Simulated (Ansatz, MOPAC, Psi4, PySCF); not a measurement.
Noncovalent pair: N-methylmethanimine (SMILES C=NC) (first 8 atoms) with HF (SMILES F); geometry from B3LYP-D3(BJ)/def2-TZVP, rigid monomers moved along the line of their centres of mass till N2···H10 is 2.30 Å.
(charge 0, multiplicity 1):
```xyz
10

C     -0.871     0.982     0.085
N     -0.119     0.140     0.643
C      0.564    -0.862    -0.150
H     -1.377     1.727     0.693
H     -1.042     0.999    -0.995
H      0.344    -0.781    -1.220
H      1.639    -0.764     0.010
H      0.274    -1.851     0.208
F      0.298     0.207     3.880
H      0.177     0.184     2.923
```

Interaction energies are E(AB) − E(A) − E(B) at the monomers' geometry in the complex; basis-set methods are counterpoise corrected. Rows marked so take none.

Frozen-core correlation. Rows in 6-31G* carry no dispersion term and start afresh at each structure (6-31G* with six Cartesian d functions). The state that PM3 reach isn't checked.

Programs: Ansatz (Gaussian basis) for Hartree–Fock, density functionals and correlated methods; MOPAC for PM3 (differences of heats of formation); Psi4 for SAPT; PySCF for 6-31G* rows, the dispersion terms. Values without a source in brackets are computed.

```
level                          interaction energy (kcal/mol)
-----------------------------  -----------------------------
PM3                                                    -2.31
HF/6-31G* (no counterpoise)                            -8.89
BP86/6-31G* (no counterpoise)                          -8.92
r2SCAN/def2-TZVPPD                                     -8.78
B3LYP/def2-TZVPPD                                      -8.47
PBE0-D4/def2-TZVPPD                                    -9.12
MP2/aug-cc-pVDZ                                        -8.61
SCS-MP2/aug-cc-pVDZ                               (withheld)
SAPT0/jun-cc-pV(D+d)Z                                  -9.27
```

### Question
Complete the blanks.

### Answer

- SCS-MP2/aug-cc-pVDZ, interaction energy (kcal/mol): -8.30

Ansatz is a program for electronic structure.
